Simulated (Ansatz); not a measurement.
Consider the formal hydrolysis of a B–Br bond: `CSB(C)Br` + H₂O → `CSB(C)O` + HBr.

Computed with Ansatz on PBE0-D4/def2-TZVP structures; ΔE is electronic, products minus reactants. CCSD(T)/CBS adds triple-zeta CCSD(T) − MP2 to the extrapolated MP2 energy (def2 sets, frozen cores). This one scheme is used for every species. DFT in def2-TZVPP. For Br outer-core shells are correlated without core-valence functions, which leaves a few kJ/mol of doubt a bond. Scalar relativity is left out up to krypton. One conformer a species, not always the lowest.

(1) Is it downhill or uphill in electronic energy at CCSD(T)/CBS, and by how much? (Best estimate.)

(2) What do these levels give: PBE-D4, B2PLYP, PBE0, SCS-MP2/def2-TZVPP, CCSD/def2-TZVPP, HF/CBS(def2)? (Best estimate.)

Largest T1 diagnostic among the species: 0.012.

Answers

(1) The calculation gave: Downhill: ΔE = -0.26 eV.

(2) Ansatz gave: PBE-D4 -0.30, B2PLYP -0.38, PBE0 -0.34, SCS-MP2/def2-TZVPP -0.30, CCSD/def2-TZVPP -0.36, HF/CBS(def2) -0.50 eV.

The D4 term adds +0.06 eV with B3LYP and +0.03 eV with PBE0; it sums over pairs of atoms, weighted by their polarisabilities, and B3LYP, whose exchange is more repulsive, gets the larger term. In def2-TZVPP, CCSD(T) changes the Hartree–Fock value by +0.17 eV (the triples alone add +0.03 eV) and MP2 by +0.26 eV.

B3LYP here is the variant with VWN-RPA as its local correlation; programs differ in this.
